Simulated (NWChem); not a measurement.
System: hydrogen bromide (HBr); SMILES Br

Input file for NWChem:

```
start job
memory heap 200 mb stack 900 mb global 1100 mb
geometry units angstroms
  Br     0.000000     0.000000     0.049320
  H      0.000000     0.000000    -1.373047
end
basis spherical
  Br library cc-pvdz
  H library cc-pvdz
end
dft
  xc hfexch
  iterations 150
end
driver
  maxiter 120
end
task dft optimize
task dft freq
```

NWChem printed, in part:

```
             Northwest Computational Chemistry Package (NWChem) 7.3.0
             --------------------------------------------------------

 ORDER OF PRIMARY AXIS IS BEING SET TO 4
 C4V symmetry detected

                             Geometry "geometry" -> ""
                             -------------------------

 Output coordinates in angstroms (scale by  1.889725989 to convert to a.u.)

  No.       Tag          Charge          X              Y              Z
 ---- ---------------- ---------- -------------- -------------- --------------
    1 Br                  35.0000     0.00000000     0.00000000     0.03951019
    2 H                    1.0000     0.00000000     0.00000000    -1.38285681

 Effective nuclear repulsion energy (a.u.)      13.0213958247

      Symmetry information
      --------------------

 Group name             C4v
 Group number             18
 Group order               8
 No. of unique centers     2

                                Z-matrix (autoz)
                                --------

 Units are Angstrom for bonds and degrees for angles

      Type          Name      I     J     K     L     M      Value
      ----------- --------  ----- ----- ----- ----- ----- ----------
    1 Stretch                  1     2                       1.42237

  xc_inp: hfexch multiplicative factor not found.

                           NWChem Geometry Optimization
                           ----------------------------

 maximum gradient threshold         (gmax) =   0.000450
 rms gradient threshold             (grms) =   0.000300
 maximum cartesian step threshold   (xmax) =   0.001800
 rms cartesian step threshold       (xrms) =   0.001200
 fixed trust radius                (trust) =   0.300000
 source of zmatrix                         =   autoz

          -------------------
          Energy Minimization
          -------------------

 Using diagonal initial Hessian
 Scaling for Hessian diagonals: bonds = 1.00  angles = 0.25  torsions = 0.10

          --------
          Step   0

                                 NWChem DFT Module
                                 -----------------

[...]

      ----------------------
      Optimization converged
      ----------------------

  Step       Energy      Delta E   Gmax     Grms     Xrms     Xmax
  ---- ---------------- -------- -------- -------- -------- --------
@    2   -2572.97024309 -1.1D-08  0.00000  0.00000  0.00007  0.00013
                                     ok       ok       ok       ok

                                Z-matrix (autoz)
                                --------

 Units are Angstrom for bonds and degrees for angles

      Type          Name      I     J     K     L     M      Value     Gradient
      ----------- --------  ----- ----- ----- ----- ----- ---------- ----------
    1 Stretch                  1     2                       1.41221    0.00000

                         Geometry "geometry" -> "geometry"
                         ---------------------------------

 Output coordinates in angstroms (scale by  1.889725989 to convert to a.u.)

  No.       Tag          Charge          X              Y              Z
 ---- ---------------- ---------- -------------- -------------- --------------
    1 Br                  35.0000     0.00000000     0.00000000     0.03443191
    2 H                    1.0000     0.00000000     0.00000000    -1.37777852

 Effective nuclear repulsion energy (a.u.)      13.1150453317

      Symmetry information
      --------------------

 Group name             C4v
 Group number             18
 Group order               8
 No. of unique centers     2

                Final and change from initial internal coordinates
                --------------------------------------------------

                                Z-matrix (autoz)
                                --------

 Units are Angstrom for bonds and degrees for angles

[...]

 Rotational Constants
 --------------------
 A=   0.000000 cm-1  (  0.000000 K)
 B=   8.492954 cm-1  ( 12.219193 K)
 C=   8.492954 cm-1  ( 12.219193 K)

 Temperature                      =   298.15K
 frequency scaling parameter      =   1.0000

 Linear Molecule

 Zero-Point correction to Energy  =    4.016 kcal/mol  (  0.006400 au)
 Thermal correction to Energy     =    5.497 kcal/mol  (  0.008759 au)
 Thermal correction to Enthalpy   =    6.089 kcal/mol  (  0.009703 au)

 Total Entropy                    =   47.402 cal/mol-K
   - Translational                =   39.070 cal/mol-K (mol. weight =  80.9243)
   - Rotational                   =    8.332 cal/mol-K (symmetry #  =        1)
   - Vibrational                  =    0.000 cal/mol-K

 Cv (constant volume heat capacity) =    4.966 cal/mol-K
   - Translational                  =    2.979 cal/mol-K
   - Rotational                     =    1.986 cal/mol-K
   - Vibrational                    =    0.000 cal/mol-K

[normal modes left out]

 ----------------------------------------------------------------------------
 Normal Eigenvalue ||           Projected Infra Red Intensities
  Mode   [cm**-1]  || [atomic units] [(debye/angs)**2] [(KM/mol)] [arbitrary]
 ------ ---------- || -------------- ----------------- ---------- -----------
    1        0.000 ||    0.000343           0.008         0.334       0.314
    2        0.000 ||    0.000343           0.008         0.334       0.314
    3        0.000 ||    0.000000           0.000         0.000       0.000
    4        0.000 ||    0.027196           0.627        26.512      24.885
    5        0.000 ||    0.027196           0.627        26.512      24.885
    6     2810.597 ||    0.010494           0.242        10.230       9.603
 ----------------------------------------------------------------------------
```

Level: Hartree-Fock/cc-pVDZ. This build's default masses of Se (78.918 u) and Br (79.917 u) are each other's, which moves their modes by up to 0.6 %.
